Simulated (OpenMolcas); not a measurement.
## Kr5+: the spin-orbit constant, worked from levels

| Quantity | Value |
| --- | --- |
| Program | OpenMolcas |
| Basis | ANO-RCC [9s8p6d4f2g] |
| Scalar Hamiltonian | DKH2, point nucleus |
| Active space | 3 electrons in 9 orbitals (RAS2 4s 4p; RAS3 4d, at most 2 electrons) |
| State averaging | 2S+1 = 4 odd, 1 root; 2S+1 = 2 odd, 11 roots; 2S+1 = 4 even, 3 roots; 2S+1 = 2 even, 9 roots |
| Spin-orbit coupling | state interaction with AMFI integrals over the reference wave functions, term energies averaged over their components |

Methods: RASSCF; MS-RASPT2, IPEA 0.25 Eh, imaginary shift 0.1 Eh (closed shells correlated: 3d). Measured levels: Saloman, J. Phys. Chem. Ref. Data 36, 215 (2007).

**The spin-orbit constant.** For the Hund term 2P* of p1, E(J) = (A/2) J(J+1) + constant and ζ = 2S·A = A. From J = 1/2 to J = 3/2 the energy changes by 1.5 A.

| Source | E(3/2) - E(1/2) | A | ζ |
| --- | --- | --- | --- |
| RASSCF | 7257.3 | 4838.2 | 4838 |
| MS-RASPT2 | 7279.8 | 4853.2 | 4853 |
| measured | 8110.0 | 5406.7 | 5407 |

All in cm-1. MS-RASPT2 is off by -10.2 % and RASSCF by -10.5 %. Both methods take the spin-orbit matrix elements from the reference wave functions, so the second can move ζ only through the term energies and any multistate remixing.

Active for correlation alone: 4d; no level in the range computed is led by a configuration that fills it, so any true level of that kind is missing. Measured partners are found by configuration, term and J. A level has none where our copy of the source lacks it or the pairing is in doubt (some pairs that miss far off the trend of their configuration count as doubtful), and it then counts in no deviation. Levels of configurations outside the active space are missing.

* marks odd parity.
